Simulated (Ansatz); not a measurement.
The Pb1–F3 bond of FHPb (SMILES [F][PbH]) is stretched (multiplicity 1, the rest rigid).
Geometry at rest (charge 0, multiplicity 1):
```json
[
 {"atom": "Pb", "x (Å)": "-0.0639", "y (Å)": "-0.1197", "z (Å)": "0.1499"},
 {"atom": "H", "x (Å)": "-1.0398", "y (Å)": "-1.0734", "z (Å)": "-1.1273"},
 {"atom": "F", "x (Å)": "0.6977", "y (Å)": "1.2100", "z (Å)": "-1.2402"}
]
```

Correlated levels freeze the cores. Filled d and f shells under p-block atoms count as core.

Run with Ansatz (a first-principles code) with Gaussian orbitals.  In def2 rows elements past Kr take small-core potentials, without spin–orbit coupling.

Energies above the point at 2.069 Å (the B3LYP-D3(BJ) bond length), FIC-MRCISD+Q on CASSCF(6,4)/def2-SVP (kcal/mol): 13.38 at 1.862 Å; 6.93 at 2.276 Å; 94.40 at 6.621 Å.

Problem. Take the last value as the depth D of a Morse curve D(1 − e^(−a(R − R₀)))², fit a and R₀ to the two near points, and test it at 2.793 and 3.621 Å.

Solution. 
With D = 94.4, both near points (counted from the curve's value at 2.069 Å) are met by a = 1.54 Å⁻¹ and R₀ = 2.070 Å, so k = 2Da² = 445 kcal/(mol Å²). The curve then gives 42.5 and 77.8 kcal/mol; the level itself gives 43.6 and 85.4, so Morse is off by -1.2 and -7.6.

Doubts at one or more of the structures used: active orbitals that take no part (FIC-MRCISD+Q on CASSCF(6,4)/def2-SVP).
